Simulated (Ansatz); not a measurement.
```yaml
crystal:
  periodic: [true, true, true]
  atoms:
    - {symbol: Ga, position_ang: [-0.822735, 1.189067, -0.479800]}
    - {symbol: C, position_ang: [0.503669, 0.048890, 0.386567]}
    - {symbol: B, position_ang: [0.461415, -1.471307, 0.366884]}
    - {symbol: O, position_ang: [1.285884, -0.924521, -0.508635]}
    - {symbol: H, position_ang: [-1.282451, 0.848954, -1.937663]}
    - {symbol: H, position_ang: [-1.433141, 2.379400, 0.338867]}
    - {symbol: H, position_ang: [1.163046, 0.486837, 1.137039]}
    - {symbol: H, position_ang: [0.124303, -2.557330, 0.696741]}
basis:
  gaussian: {orbitals: def2-mTZVPP}
magnetization: {spin_polarized: true, initial_magnetization: 2}
hamiltonian: {xc: {name: PBE-QIDH}}
accuracy: high
output: {forces: true}
```

```sh
$ ansatz run in.yaml --threads 2 --pin off --events-out ev --progress --plain --max-ram 4352MiB
```

(1) How does Ansatz answer? (An estimate is asked.)

## Answers

(1) Computed: The program refused the input.
```
Error: YAML parse error: error: line 2 column 3: crystal: missing field `lattice` (a structure is typed as `lattice` and `atoms`, a molecule's as `atoms` in Å alone, or read from a run's directory, `checkpoint`)
 --> <input>:2:3
1 | crystal:
2 |   periodic: [true, true, true]
3 |   atoms:
4 |     - {symbol: Ga, position_ang: [-0.822735, 1.189067, -0.479800]}
```
